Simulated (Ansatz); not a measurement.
Complex (SMILES): Cl (HCl) with N#N (N2), atoms 1 to 2 the first; geometry from B3LYP-D3(BJ)/def2-TZVP, monomers rigid:
```xyz
4

Cl     1.0940     0.2553     0.1057
H     -0.1754     0.0770     0.1766
N     -3.5503    -0.4010     0.3596
N     -2.4723    -0.2486     0.3008
```

Basis-set convergence of the uncorrected interaction energy at HF with Ansatz (an electronic-structure program). All functions are spherical. No added dispersion term, no relativity. Functions are those of the species that has most. Reference: the counterpoise-corrected one, the value in aug-pcseg-3, 0.00 kcal/mol. Deviations are taken from unrounded values.

| basis | functions | uncorrected interaction energy (kcal/mol) | minus reference (kcal/mol) |
|---|---|---|---|
| pcseg-0 | 33 | -1.44 | -1.44 |
| pcseg-1 | 51 | -0.37 | -0.37 |
| def2-SVPD | 75 | -0.71 | -0.71 |
| aug-pcseg-1 | 82 | -0.42 | -0.42 |
| pcseg-2 | 108 | -0.16 | -0.17 |
| def2-TZVPD | 129 | -0.04 | -0.04 |
| def2-TZVPPD | 142 | -0.04 | -0.04 |
| aug-pcseg-2 | 165 | -0.26 | -0.26 |
| pcseg-3 | 217 | -0.07 | -0.08 |
| def2-QZVPPD | 238 | 0.00 | -0.01 |
| aug-pcseg-3 | 308 | -0.08 | -0.08 |
| pcseg-4 | 368 | -0.02 | -0.02 |

The smallest set listed that lies within 0.2 kcal/mol of the reference with all its larger relatives (same family, alike in diffuse functions; a set with none counts only in the reference's own line) is pcseg-2 (108 functions, -0.17 kcal/mol off).
